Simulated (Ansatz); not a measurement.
A short molecular-dynamics run on `CO/C=C/[SiH3]`.

```yaml
crystal:
  periodic: [false, false, false]
  atoms:
    - {symbol: C, position_ang: [-1.406140, 1.765958, 0.544215]}
    - {symbol: O, position_ang: [-0.610435, 1.010194, 1.429576]}
    - {symbol: C, position_ang: [0.129723, 0.029516, 0.895433]}
    - {symbol: C, position_ang: [0.219354, -0.338729, -0.387203]}
    - {symbol: Si, position_ang: [1.315001, -1.732299, -0.893536]}
    - {symbol: H, position_ang: [-1.926846, 2.503406, 1.151975]}
    - {symbol: H, position_ang: [-0.787672, 2.274941, -0.202122]}
    - {symbol: H, position_ang: [-2.135592, 1.130215, 0.032053]}
    - {symbol: H, position_ang: [0.691651, -0.471463, 1.678777]}
    - {symbol: H, position_ang: [-0.360169, 0.189508, -1.138417]}
    - {symbol: H, position_ang: [0.547282, -2.828682, -1.546884]}
    - {symbol: H, position_ang: [1.990370, -2.275355, 0.316622]}
    - {symbol: H, position_ang: [2.353870, -1.291911, -1.865688]}
basis:
  gaussian: {orbitals: "6-31G*"}
hamiltonian: {xc: {name: r2SCAN}, dispersion: d3bj}
md: {timestep: 0.5 fs, n_steps: 30, ensemble: nvt_nose_hoover, temperature: 700, initial_velocities: maxwell_boltzmann, seed: 745}
```

```sh
$ ansatz run in.yaml --threads 4 --pin off --events-out ev --progress --plain --max-ram 10444MiB
```

```json
{"step": "0", "time (fs)": "0.0", "potential energy (eV)": "-13160.7048", "kinetic (eV)": "0.9953", "T (K)": "700", "conserved (eV)": "-13159.7095"}
{"step": "1", "time (fs)": "0.5", "potential energy (eV)": "-13160.6874", "kinetic (eV)": "0.9781", "T (K)": "688", "conserved (eV)": "-13159.7092"}
{"step": "2", "time (fs)": "1.0", "potential energy (eV)": "-13160.6436", "kinetic (eV)": "0.9351", "T (K)": "658", "conserved (eV)": "-13159.7085"}
{"step": "3", "time (fs)": "1.5", "potential energy (eV)": "-13160.5847", "kinetic (eV)": "0.8770", "T (K)": "617", "conserved (eV)": "-13159.7076"}
{"step": "4", "time (fs)": "2.0", "potential energy (eV)": "-13160.5243", "kinetic (eV)": "0.8175", "T (K)": "575", "conserved (eV)": "-13159.7069"}
{"step": "5", "time (fs)": "2.5", "potential energy (eV)": "-13160.4741", "kinetic (eV)": "0.7676", "T (K)": "540", "conserved (eV)": "-13159.7066"}
{"step": "6", "time (fs)": "3.0", "potential energy (eV)": "-13160.4388", "kinetic (eV)": "0.7321", "T (K)": "515", "conserved (eV)": "-13159.7068"}
{"step": "7", "time (fs)": "3.5", "potential energy (eV)": "-13160.4156", "kinetic (eV)": "0.7084", "T (K)": "498", "conserved (eV)": "-13159.7073"}
{"step": "8", "time (fs)": "4.0", "potential energy (eV)": "-13160.3972", "kinetic (eV)": "0.6896", "T (K)": "485", "conserved (eV)": "-13159.7077"}
{"step": "9", "time (fs)": "4.5", "potential energy (eV)": "-13160.3760", "kinetic (eV)": "0.6683", "T (K)": "470", "conserved (eV)": "-13159.7080"}
{"step": "10", "time (fs)": "5.0", "potential energy (eV)": "-13160.3482", "kinetic (eV)": "0.6405", "T (K)": "450", "conserved (eV)": "-13159.7079"}
{"step": "11", "time (fs)": "5.5", "potential energy (eV)": "-13160.3141", "kinetic (eV)": "0.6068", "T (K)": "427", "conserved (eV)": "-13159.7076"}
{"step": "12", "time (fs)": "6.0", "potential energy (eV)": "-13160.2779", "kinetic (eV)": "0.5710", "T (K)": "402", "conserved (eV)": "-13159.7073"}
{"step": "13", "time (fs)": "6.5", "potential energy (eV)": "-13160.2450", "kinetic (eV)": "0.5386", "T (K)": "379", "conserved (eV)": "-13159.7069"}
{"step": "14", "time (fs)": "7.0", "potential energy (eV)": "-13160.2207", "kinetic (eV)": "0.5145", "T (K)": "362", "conserved (eV)": "-13159.7067"}
{"step": "15", "time (fs)": "7.5", "potential energy (eV)": "-13160.2083", "kinetic (eV)": "0.5023", "T (K)": "353", "conserved (eV)": "-13159.7067"}
{"step": "16", "time (fs)": "8.0", "potential energy (eV)": "-13160.2088", "kinetic (eV)": "0.5027", "T (K)": "354", "conserved (eV)": "-13159.7068"}
{"step": "17", "time (fs)": "8.5", "potential energy (eV)": "-13160.2201", "kinetic (eV)": "0.5139", "T (K)": "361", "conserved (eV)": "-13159.7071"}
{"step": "18", "time (fs)": "9.0", "potential energy (eV)": "-13160.2383", "kinetic (eV)": "0.5319", "T (K)": "374", "conserved (eV)": "-13159.7074"}
{"step": "19", "time (fs)": "9.5", "potential energy (eV)": "-13160.2578", "kinetic (eV)": "0.5512", "T (K)": "388", "conserved (eV)": "-13159.7078"}
{"step": "20", "time (fs)": "10.0", "potential energy (eV)": "-13160.2728", "kinetic (eV)": "0.5661", "T (K)": "398", "conserved (eV)": "-13159.7081"}
{"step": "21", "time (fs)": "10.5", "potential energy (eV)": "-13160.2790", "kinetic (eV)": "0.5724", "T (K)": "403", "conserved (eV)": "-13159.7082"}
{"step": "22", "time (fs)": "11.0", "potential energy (eV)": "-13160.2749", "kinetic (eV)": "0.5686", "T (K)": "400", "conserved (eV)": "-13159.7081"}
{"step": "23", "time (fs)": "11.5", "potential energy (eV)": "-13160.2630", "kinetic (eV)": "0.5572", "T (K)": "392", "conserved (eV)": "-13159.7077"}
{"step": "24", "time (fs)": "12.0", "potential energy (eV)": "-13160.2493", "kinetic (eV)": "0.5443", "T (K)": "383", "conserved (eV)": "-13159.7072"}
{"step": "25", "time (fs)": "12.5", "potential energy (eV)": "-13160.2417", "kinetic (eV)": "0.5373", "T (K)": "378", "conserved (eV)": "-13159.7068"}
{"step": "26", "time (fs)": "13.0", "potential energy (eV)": "-13160.2456", "kinetic (eV)": "0.5415", "T (K)": "381", "conserved (eV)": "-13159.7068"}
{"step": "27", "time (fs)": "13.5", "potential energy (eV)": "-13160.2617", "kinetic (eV)": "0.5575", "T (K)": "392", "conserved (eV)": "-13159.7071"}
{"step": "28", "time (fs)": "14.0", "potential energy (eV)": "-13160.2847", "kinetic (eV)": "0.5802", "T (K)": "408", "conserved (eV)": "-13159.7077"}
{"step": "29", "time (fs)": "14.5", "potential energy (eV)": "-13160.3054", "kinetic (eV)": "0.6006", "T (K)": "422", "conserved (eV)": "-13159.7083"}
{"step": "30", "time (fs)": "15.0", "potential energy (eV)": "-13160.3146", "kinetic (eV)": "0.6098", "T (K)": "429", "conserved (eV)": "-13159.7086"}
```

Velocities are drawn at the set temperature; a run this short doesn't reach equilibrium.

Frames (Å, forces in eV/Å):

```xyz
13
time=0.0 fs
C    -1.406    1.766    0.544   -0.159    0.146   -0.200
O    -0.610    1.010    1.430   -0.054    0.180    0.571
C     0.130    0.030    0.895    0.147   -0.121    0.254
C     0.219   -0.339   -0.387    0.075   -0.189   -0.492
Si    1.315   -1.732   -0.894   -0.012    0.003   -0.057
H    -1.927    2.503    1.152   -0.043    0.071    0.096
H    -0.788    2.275   -0.202    0.086    0.055   -0.101
H    -2.136    1.130    0.032   -0.085   -0.091   -0.071
H     0.692   -0.471    1.679    0.034   -0.011    0.142
H    -0.360    0.190   -1.138   -0.080    0.072   -0.109
H     0.547   -2.829   -1.547   -0.002   -0.072   -0.030
H     1.990   -2.275    0.317    0.030   -0.028    0.036
H     2.354   -1.292   -1.866    0.064   -0.015   -0.041
13
time=1.0 fs
C    -1.411    1.768    0.553   -0.061   -0.213   -0.063
O    -0.617    1.007    1.430    0.244   -0.126    0.694
C     0.141    0.032    0.890   -0.238    0.248    0.176
C     0.220   -0.322   -0.399    0.844   -1.072    0.307
Si    1.313   -1.738   -0.890    0.496    0.221    0.205
H    -1.918    2.508    1.156   -0.322    0.147    0.243
H    -0.799    2.266   -0.172    0.606    0.498   -0.615
H    -2.104    1.135    0.004   -0.451   -0.214   -0.024
H     0.710   -0.461    1.671    0.036   -0.037    0.125
H    -0.346    0.168   -1.145   -0.702    0.671   -0.787
H     0.592   -2.844   -1.550   -0.234   -0.226   -0.082
H     1.988   -2.288    0.352   -0.158    0.188   -0.386
H     2.348   -1.297   -1.890   -0.059   -0.086    0.208
13
time=2.0 fs
C    -1.417    1.769    0.563    0.002   -0.480   -0.089
O    -0.624    1.004    1.431    0.514   -0.397    0.791
C     0.151    0.035    0.884   -0.589    0.565    0.102
C     0.221   -0.307   -0.410    1.381   -1.698    0.879
Si    1.310   -1.743   -0.887    0.881    0.406    0.363
H    -1.911    2.513    1.162   -0.525    0.151    0.314
H    -0.804    2.261   -0.148    0.956    0.810   -0.925
H    -2.077    1.138   -0.023   -0.676   -0.229    0.085
H     0.728   -0.451    1.665    0.015   -0.043    0.076
H    -0.338    0.152   -1.159   -1.101    1.032   -1.198
H     0.635   -2.861   -1.554   -0.418   -0.334   -0.108
H     1.985   -2.300    0.384   -0.289    0.353   -0.710
H     2.342   -1.302   -1.913   -0.150   -0.136    0.422
13
time=3.0 fs
C    -1.422    1.770    0.572    0.161   -0.496   -0.426
O    -0.630    1.000    1.432    0.731   -0.610    0.851
C     0.162    0.038    0.879   -0.887    0.811    0.050
C     0.223   -0.293   -0.421    1.428   -1.887    0.855
Si    1.308   -1.748   -0.884    1.106    0.519    0.397
H    -1.910    2.520    1.170   -0.608    0.045    0.278
H    -0.800    2.265   -0.133    0.951    0.849   -0.857
H    -2.056    1.138   -0.050   -0.739   -0.124    0.271
H     0.747   -0.441    1.660   -0.029   -0.031    0.000
H    -0.340    0.147   -1.184   -1.024    0.983   -0.998
H     0.673   -2.881   -1.560   -0.539   -0.358   -0.088
H     1.979   -2.308    0.409   -0.358    0.461   -0.914
H     2.335   -1.309   -1.932   -0.194   -0.162    0.582
13
time=4.0 fs
C    -1.427    1.771    0.580    0.448   -0.243   -1.000
O    -0.636    0.996    1.434    0.886   -0.752    0.866
C     0.171    0.042    0.874   -1.124    0.979    0.009
C     0.227   -0.280   -0.431    1.047   -1.729    0.308
Si    1.307   -1.753   -0.880    1.166    0.545    0.309
H    -1.915    2.527    1.182   -0.572   -0.159    0.147
H    -0.788    2.276   -0.126    0.598    0.622   -0.451
H    -2.042    1.138   -0.074   -0.676    0.058    0.503
H     0.766   -0.432    1.654   -0.085   -0.009   -0.085
H    -0.351    0.150   -1.218   -0.539    0.624   -0.270
H     0.707   -2.905   -1.566   -0.595   -0.284   -0.015
H     1.969   -2.311    0.425   -0.366    0.512   -0.997
H     2.326   -1.318   -1.945   -0.188   -0.163    0.676
13
time=5.0 fs
C    -1.432    1.771    0.588    0.774    0.148   -1.576
O    -0.641    0.992    1.436    0.980   -0.822    0.833
C     0.180    0.047    0.868   -1.304    1.071   -0.050
C     0.231   -0.269   -0.440    0.530   -1.462   -0.345
Si    1.306   -1.758   -0.877    1.074    0.503    0.117
H    -1.924    2.533    1.195   -0.453   -0.404   -0.031
H    -0.769    2.293   -0.123    0.083    0.269    0.070
H    -2.035    1.138   -0.094   -0.553    0.246    0.719
H     0.783   -0.422    1.648   -0.140    0.013   -0.157
H    -0.368    0.160   -1.255    0.058    0.201    0.579
H     0.734   -2.931   -1.572   -0.602   -0.128    0.099
H     1.956   -2.310    0.432   -0.318    0.508   -0.958
H     2.315   -1.328   -1.951   -0.130   -0.142    0.701
13
time=6.0 fs
C    -1.436    1.772    0.595    1.042    0.524   -1.957
O    -0.646    0.987    1.439    1.023   -0.829    0.755
C     0.188    0.053    0.863   -1.433    1.092   -0.157
C     0.236   -0.258   -0.450    0.107   -1.244   -0.764
Si    1.305   -1.763   -0.873    0.855    0.434   -0.152
H    -1.939    2.535    1.207   -0.301   -0.615   -0.197
H    -0.750    2.312   -0.119   -0.396   -0.065    0.503
H    -2.032    1.140   -0.107   -0.426    0.378    0.857
H     0.799   -0.413    1.640   -0.179    0.024   -0.200
H    -0.385    0.171   -1.286    0.528   -0.120    1.221
H     0.756   -2.958   -1.577   -0.581    0.073    0.231
H     1.940   -2.304    0.430   -0.215    0.451   -0.796
H     2.302   -1.339   -1.951   -0.023   -0.103    0.656
13
time=7.0 fs
C    -1.439    1.773    0.600    1.215    0.795   -2.070
O    -0.650    0.982    1.443    1.026   -0.787    0.640
C     0.194    0.059    0.857   -1.518    1.052   -0.322
C     0.240   -0.249   -0.461   -0.137   -1.119   -0.834
Si    1.304   -1.767   -0.869    0.532    0.385   -0.477
H    -1.956    2.531    1.218   -0.160   -0.735   -0.301
H    -0.735    2.331   -0.110   -0.732   -0.303    0.757
H    -2.034    1.146   -0.111   -0.332    0.418    0.880
H     0.814   -0.403    1.631   -0.196    0.020   -0.204
H    -0.396    0.181   -1.306    0.784   -0.292    1.540
H     0.773   -2.985   -1.580   -0.550    0.277    0.355
H     1.922   -2.293    0.420   -0.059    0.341   -0.509
H     2.290   -1.352   -1.945    0.127   -0.051    0.545
13
time=8.0 fs
C    -1.441    1.774    0.604    1.293    0.921   -1.921
O    -0.654    0.976    1.446    1.002   -0.709    0.494
C     0.199    0.066    0.851   -1.557    0.957   -0.530
C     0.245   -0.241   -0.472   -0.189   -1.089   -0.559
Si    1.304   -1.772   -0.866    0.135    0.389   -0.833
H    -1.974    2.520    1.226   -0.060   -0.735   -0.317
H    -0.727    2.347   -0.095   -0.889   -0.416    0.816
H    -2.040    1.156   -0.107   -0.287    0.352    0.774
H     0.827   -0.393    1.619   -0.188    0.001   -0.172
H    -0.400    0.189   -1.311    0.811   -0.317    1.526
H     0.784   -3.009   -1.579   -0.520    0.450    0.451
H     1.903   -2.280    0.405    0.140    0.186   -0.108
H     2.279   -1.365   -1.934    0.309    0.009    0.379
13
time=9.0 fs
C    -1.443    1.777    0.606    1.267    0.885   -1.539
O    -0.657    0.970    1.450    0.956   -0.604    0.320
C     0.203    0.074    0.845   -1.544    0.810   -0.745
C     0.250   -0.234   -0.484   -0.039   -1.160    0.029
Si    1.304   -1.776   -0.863   -0.289    0.457   -1.187
H    -1.994    2.502    1.231   -0.012   -0.615   -0.240
H    -0.727    2.360   -0.072   -0.853   -0.390    0.687
H    -2.048    1.169   -0.096   -0.290    0.192    0.548
H     0.838   -0.383    1.606   -0.164   -0.027   -0.114
H    -0.397    0.194   -1.302    0.602   -0.195    1.187
H     0.790   -3.029   -1.575   -0.498    0.573    0.509
H     1.886   -2.264    0.390    0.361    0.006    0.364
H     2.270   -1.377   -1.919    0.502    0.068    0.180
13
time=10.0 fs
C    -1.443    1.780    0.606    1.096    0.661   -0.957
O    -0.659    0.963    1.454    0.891   -0.474    0.120
C     0.206    0.083    0.838   -1.468    0.613   -0.919
C     0.254   -0.227   -0.496    0.316   -1.340    0.878
Si    1.303   -1.780   -0.860   -0.667    0.574   -1.477
H    -2.013    2.479    1.233   -0.012   -0.402   -0.084
H    -0.735    2.368   -0.042   -0.613   -0.211    0.378
H    -2.058    1.184   -0.080   -0.318   -0.026    0.243
H     0.847   -0.374    1.591   -0.135   -0.055   -0.049
H    -0.388    0.197   -1.282    0.157    0.069    0.545
H     0.792   -3.044   -1.565   -0.485    0.635    0.524
H     1.872   -2.249    0.378    0.560   -0.160    0.814
H     2.267   -1.389   -1.902    0.677    0.115   -0.016
13
time=11.0 fs
C    -1.442    1.783    0.606    0.721    0.234   -0.231
O    -0.661    0.956    1.459    0.806   -0.315   -0.109
C     0.208    0.092    0.831   -1.318    0.368   -1.006
C     0.259   -0.222   -0.507    0.805   -1.590    1.834
Si    1.303   -1.784   -0.858   -0.902    0.708   -1.615
H    -2.033    2.451    1.235   -0.035   -0.144    0.111
H    -0.748    2.375   -0.009   -0.185    0.123   -0.082
H    -2.072    1.199   -0.061   -0.323   -0.241   -0.075
H     0.855   -0.364    1.577   -0.113   -0.074    0.006
H    -0.377    0.200   -1.256   -0.446    0.427   -0.275
H     0.789   -3.052   -1.550   -0.482    0.635    0.498
H     1.863   -2.235    0.373    0.679   -0.265    1.111
H     2.270   -1.400   -1.885    0.794    0.135   -0.167
13
time=12.0 fs
C    -1.441    1.787    0.606    0.142   -0.340    0.520
O    -0.662    0.949    1.463    0.700   -0.124   -0.365
C     0.208    0.102    0.822   -1.094    0.080   -0.968
C     0.264   -0.218   -0.516    1.190   -1.766    2.564
Si    1.302   -1.787   -0.856   -0.913    0.833   -1.532
H    -2.053    2.422    1.238   -0.042    0.096    0.290
H    -0.764    2.383    0.024    0.334    0.544   -0.594
H    -2.089    1.211   -0.043   -0.247   -0.383   -0.327
H     0.862   -0.356    1.562   -0.109   -0.078    0.039
H    -0.371    0.208   -1.233   -0.962    0.721   -0.969
H     0.781   -3.054   -1.531   -0.490    0.574    0.432
H     1.861   -2.223    0.379    0.672   -0.277    1.148
H     2.280   -1.410   -1.870    0.817    0.119   -0.238
13
time=13.0 fs
C    -1.440    1.791    0.606   -0.492   -0.868    1.107
O    -0.663    0.942    1.467    0.575    0.095   -0.643
C     0.208    0.111    0.813   -0.808   -0.233   -0.795
C     0.271   -0.215   -0.524    1.149   -1.653    2.698
Si    1.301   -1.791   -0.855   -0.677    0.947   -1.231
H    -2.073    2.394    1.244    0.009    0.266    0.396
H    -0.776    2.396    0.051    0.723    0.869   -0.963
H    -2.108    1.220   -0.028   -0.057   -0.409   -0.465
H     0.868   -0.348    1.547   -0.122   -0.068    0.049
H    -0.373    0.222   -1.219   -1.060    0.731   -1.179
H     0.768   -3.051   -1.508   -0.509    0.458    0.334
H     1.866   -2.214    0.396    0.538   -0.200    0.909
H     2.299   -1.419   -1.857    0.731    0.064   -0.215
13
time=14.0 fs
C    -1.439    1.793    0.607   -0.937   -1.093    1.363
O    -0.664    0.935    1.470    0.437    0.334   -0.929
C     0.207    0.121    0.804   -0.488   -0.550   -0.508
C     0.278   -0.214   -0.529    0.590   -1.187    2.182
Si    1.299   -1.794   -0.854   -0.246    1.066   -0.791
H    -2.093    2.369    1.253    0.133    0.346    0.398
H    -0.782    2.418    0.069    0.746    0.872   -1.001
H    -2.128    1.225   -0.017    0.223   -0.327   -0.490
H     0.873   -0.341    1.533   -0.143   -0.049    0.044
H    -0.386    0.244   -1.216   -0.640    0.385   -0.844
H     0.751   -3.044   -1.481   -0.536    0.298    0.211
H     1.875   -2.207    0.422    0.317   -0.074    0.482
H     2.324   -1.427   -1.846    0.543   -0.022   -0.115
13
time=15.0 fs
C    -1.439    1.795    0.609   -1.081   -0.921    1.298
O    -0.664    0.928    1.473    0.296    0.577   -1.206
C     0.206    0.130    0.793   -0.170   -0.846   -0.152
C     0.285   -0.213   -0.533   -0.221   -0.543    1.344
Si    1.298   -1.796   -0.854    0.281    1.201   -0.321
H    -2.112    2.346    1.266    0.311    0.353    0.305
H    -0.781    2.447    0.077    0.381    0.494   -0.703
H    -2.145    1.227   -0.011    0.526   -0.186   -0.440
H     0.876   -0.335    1.520   -0.159   -0.030    0.037
H    -0.404    0.268   -1.221    0.042   -0.146   -0.265
H     0.728   -3.034   -1.452   -0.565    0.118    0.080
H     1.887   -2.201    0.452    0.071    0.054   -0.002
H     2.354   -1.435   -1.837    0.288   -0.124    0.024
```

It took 52 s on 4 threads of an Arm Neoverse V2 on a shared host, with 0.16 GiB of host memory at the peak.
